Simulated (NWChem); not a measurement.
Everything below was run with NWChem. System: H5AlSi, charge 0, spin multiplicity 1, at a geometry optimised with B3LYP/def2-SVP. The structure started from a generated list of species. Level: B3LYP/pcseg-2, VWN1-RPA local correlation.

Job file:

```
start mol
memory heap 200 mb stack 900 mb global 1100 mb
geometry units angstroms nocenter noautoz noautosym
  Al     0.031076    -0.614196    -1.157370
  H     -1.294340    -0.743057    -2.025511
  H      1.383022    -1.218320    -1.734692
  Si    -0.025355     0.536485     1.022173
  H     -0.042758     2.021587     0.815133
  H      1.160695     0.222330     1.878040
  H     -1.255643     0.191211     1.802413
end
basis spherical
  * library pcseg-2
end
dft
  xc b3lyp
  semidirect memsize 60000000 filesize 0
  iterations 100
end
task dft energy
```

Output (cleaned and shortened):

```
             Northwest Computational Chemistry Package (NWChem) 7.3.0
             --------------------------------------------------------

                                NWChem Input Module
                                -------------------

 Scaling coordinates for geometry "geometry" by  1.889725989
 (inverse scale =  0.529177249)

                             Geometry "geometry" -> ""
                             -------------------------

 Output coordinates in angstroms (scale by  1.889725989 to convert to a.u.)

  No.       Tag          Charge          X              Y              Z
 ---- ---------------- ---------- -------------- -------------- --------------
    1 Al                  13.0000     0.03107600    -0.61419600    -1.15737000
    2 H                    1.0000    -1.29434000    -0.74305700    -2.02551100
    3 H                    1.0000     1.38302200    -1.21832000    -1.73469200
    4 Si                  14.0000    -0.02535500     0.53648500     1.02217300
    5 H                    1.0000    -0.04275800     2.02158700     0.81513300
    6 H                    1.0000     1.16069500     0.22233000     1.87804000
    7 H                    1.0000    -1.25564300     0.19121100     1.80241300

 Effective nuclear repulsion energy (a.u.)      74.5483643707

            Nuclear Dipole moment (a.u.)
            ----------------------------
        X                 Y               Z
 ---------------- ---------------- ----------------
    -0.0000113384    -0.0000132281    -0.0000094486


 Summary of "ao basis" -> "" (spherical)
 ------------------------------------------------------------------------------
       Tag                 Description            Shells   Functions and Types
 ---------------- ------------------------------  ------  ---------------------
 *                          pcseg-2                   on all atoms

                                 NWChem DFT Module
                                 -----------------

 Summary of "ao basis" -> "ao basis" (spherical)
 ------------------------------------------------------------------------------
[...]
 Vector   16  Occ=2.000000D+00  E=-2.733232D-01
              MO Center=  1.4D-03, -4.3D-02, -7.9D-02, r^2= 3.6D+00
   Bfn.  Coefficient  Atom+Function         Bfn.  Coefficient  Atom+Function
  ----- ------------  ---------------      ----- ------------  ---------------
    76      0.296160  4 Si pz                14     -0.236609  1 Al pz
    67     -0.181708  4 Si s                 75      0.167878  4 Si py
    70     -0.142812  4 Si pz                 8      0.134496  1 Al pz
    73      0.129075  4 Si pz                36      0.128287  2 H  s
    50      0.128075  3 H  s                  5     -0.127078  1 Al s

 Vector   17  Occ=0.000000D+00  E=-8.560195D-02
              MO Center=  2.8D-02, -5.4D-01, -9.4D-01, r^2= 4.4D+00
   Bfn.  Coefficient  Atom+Function         Bfn.  Coefficient  Atom+Function
  ----- ------------  ---------------      ----- ------------  ---------------
    13      0.443346  1 Al py                16      0.371177  1 Al py
    99     -0.241733  5 H  s                 14     -0.221722  1 Al pz
    17     -0.181204  1 Al pz                 7     -0.161508  1 Al py
   127      0.157692  7 H  s                 78      0.136717  4 Si py
    98     -0.137264  5 H  s                 10      0.127344  1 Al py

 Vector   18  Occ=0.000000D+00  E=-1.887461D-04
              MO Center=  1.8D-01,  8.5D-02,  7.6D-02, r^2= 7.7D+00
   Bfn.  Coefficient  Atom+Function         Bfn.  Coefficient  Atom+Function
  ----- ------------  ---------------      ----- ------------  ---------------
     5      1.473812  1 Al s                 67     -1.242671  4 Si s
    51     -0.701382  3 H  s                127      0.654553  7 H  s
    77      0.632212  4 Si px                79      0.554373  4 Si pz
    99      0.487041  5 H  s                113     -0.481264  6 H  s
    17      0.384292  1 Al pz                15      0.284922  1 Al px

 Vector   19  Occ=0.000000D+00  E= 2.101547D-03
              MO Center= -3.0D-01,  2.4D-01,  7.0D-02, r^2= 6.8D+00
   Bfn.  Coefficient  Atom+Function         Bfn.  Coefficient  Atom+Function
  ----- ------------  ---------------      ----- ------------  ---------------
    67      0.955941  4 Si s                113     -0.933595  6 H  s
     5     -0.850738  1 Al s                 77      0.839358  4 Si px
    37      0.611183  2 H  s                127      0.540584  7 H  s
    15      0.477610  1 Al px                17     -0.352372  1 Al pz
    51     -0.329557  3 H  s                 16     -0.318930  1 Al py

 center of mass
 --------------
 x =   0.00251078 y =  -0.03418313 z =  -0.05950435

 moments of inertia (a.u.)
 ------------------
         372.992332396750           6.042136000929           5.670181630436
           6.042136000929         309.212457298819        -144.854553104130
           5.670181630436        -144.854553104130         110.979723159498

     Multipole analysis of the density
     ---------------------------------

     L   x y z        total         alpha         beta         nuclear
     -   - - -        -----         -----         ----         -------
     0   0 0 0     -0.000000    -16.000000    -16.000000     32.000000

     1   1 0 0      0.008591      0.004301      0.004301     -0.000011
     1   0 1 0     -0.070357     -0.035172     -0.035172     -0.000013
     1   0 0 1     -0.096852     -0.048421     -0.048421     -0.000009

     2   2 0 0    -24.777156    -24.057568    -24.057568     23.337980
     2   1 1 0      0.870938      2.632090      2.632090     -4.393242
     2   1 0 1     -0.421818      1.085442      1.085442     -2.592702
     2   0 2 0    -21.493594    -37.784659    -37.784659     54.075724
     2   0 1 1     -2.311259    -42.128113    -42.128113     81.944967
     2   0 0 2    -24.860037    -95.623882    -95.623882    166.387728

 Task  times  cpu:       11.9s     wall:       11.9s

 Total times  cpu:       12.0s     wall:       12.0s
```
